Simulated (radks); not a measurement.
Initial-state core-level shifts of the neodymium ion Nd2+ when its valence configuration changes from [Xe] 4f4. All-electron calculation, Dirac Kohn-Sham, PBEsol, spin-unpolarised, spherical densities, point nucleus; open shells fill j = l - 1/2 first. Program: a radial shooting solver on a logarithmic mesh with Libxc functionals. Shifts are changes of the shell-averaged eigenvalues in eV (positive: less bound).

| valence | 1s | 2s | 2p | 5p |
|---|---|---|---|---|
| 4f3.5 6s0.5 | -4.239 | -4.563 | -4.516 | -2.503 |
| 4f3 5d1 | -6.276 | -6.854 | -6.755 | -2.729 |
| 4f2 6s2 | -19.581 | -21.184 | -20.950 | -10.626 |
| 4f3 6s1 | -8.962 | -9.663 | -9.561 | -5.136 |
| 5d2 6s2 | -37.368 | -40.872 | -40.308 | -16.635 |
| 4f3 6p1 | -9.910 | -10.613 | -10.510 | -6.032 |
| 4f2.5 6s0.5 6p1 | -15.020 | -16.153 | -15.986 | -8.718 |
| 4f2 5d2 | -13.655 | -14.963 | -14.739 | -5.573 |
| 4f2 6s1 6p1 | -20.487 | -22.097 | -21.860 | -11.467 |
